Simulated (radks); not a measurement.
Q: Neutral ytterbium is in [Xe] 4f14 6s2. All-electron calculation, Dirac Kohn-Sham, PBE, spin-unpolarised, spherical densities, finite nucleus; Fermi nuclear charge, rms radius of each element as measured or else 0.836 A^(1/3) + 0.57 fm. Program: a radial shooting solver on a logarithmic mesh with Libxc functionals. Sub-shells are occupied by j as written (lower j first in brackets). One electron is removed from 6s1/2, 4f7/2, 5p3/2, 4f5/2 in turn, with full relaxation. Which removal costs least, and what does each cost?

A: 6s1/2 6.537 eV; 4f7/2 9.747 eV; 4f5/2 11.140 eV; 5p3/2 31.218 eV. The 6s1/2 electron leaves first.
